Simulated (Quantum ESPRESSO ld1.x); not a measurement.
Values are calculated unless marked as measured or tabulated.
Q: Ni XII, 17 electrons, occupied as [Ne] 3s2 3p5 (the NIST ground configuration). Level of theory: scalar-relativistic Kohn-Sham, LDA (Slater exchange, VWN5 correlation), spin-polarised, spherical densities, point nucleus; open shells are filled with parallel spins first (ld1.x of Quantum ESPRESSO 7.5). Some entries of the table are withheld. Estimate them.

| orbital | occ. | eigenvalue (eV) | <r> (bohr) | <1/r> (bohr^-1) |
|---|---|---|---|---|
| 1s up | 1 | -8508.477 | 0.05419 | 28.04 |
| 1s down | 1 | -8507.651 | 0.05418 | 28.04 |
| 2s up | 1 | -1295.193 | 0.2444 | 6.079 |
| 2s down | 1 | -1294.424 | 0.2444 | 6.080 |
| 2p up | 3 | (1) | (2) | (3) |
| 2p down | 3 | (4) | (5) | (6) |
| 3s up | 1 | -379.852 | 0.6604 | 2.176 |
| 3s down | 1 | -377.477 | 0.6613 | 2.173 |
| 3p up | 3 | -338.711 | 0.6604 | 2.087 |
| 3p down | 2 | -336.350 | 0.6616 | 2.084 |

A: 
(1) 2p up eigenvalue (eV): -1160.186
(2) 2p up <r> (bohr): 0.2146
(3) 2p up <1/r> (bohr^-1): 5.968
(4) 2p down eigenvalue (eV): -1159.238
(5) 2p down <r> (bohr): 0.2146
(6) 2p down <1/r> (bohr^-1): 5.968
